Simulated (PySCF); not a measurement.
## Working out the excitation energy of Be

Be [He] 2s2 (1S) → Be [He] 2s1 2p1 (3P). All numbers are calculated (PySCF 2.14, the spin-free X2C one-electron Hamiltonian (Gaussian nucleus), in x2c-QZVPPall with one added diffuse shell each of s, p type (8s5p2d1f, 40 functions)). Frozen: nothing. Energies in hartree (1 hartree = 27.21139 eV):

```csv
part,Be (lower),Be (upper)
UHF,-14.575518,-14.516071
MP2 opposite-spin,-0.048730,-0.020096
MP2 same-spin,-0.000969,-0.003755
```

Question: What does Hartree-Fock give?

Answer: (-14.516071) − (-14.575518) = 0.059447 hartree = 1.618 eV.

Question: What do MP2 and SCS-MP2 (6/5 opposite-spin, 1/3 same-spin) give?

Answer: The opposite-spin parts differ by 0.779 eV and the same-spin parts by -0.076 eV. MP2: 1.618 + (0.779) + (-0.076) = 2.321 eV. SCS-MP2: 1.618 + 1.2 × (0.779) + (-0.076)/3 = 2.527 eV.

Measured between the centres of the two terms (NIST): 2.725 eV, so MP2 (valence and next inner shell) is off by -0.404 eV.

What remains against the reference includes basis incompleteness and correlation beyond second order.
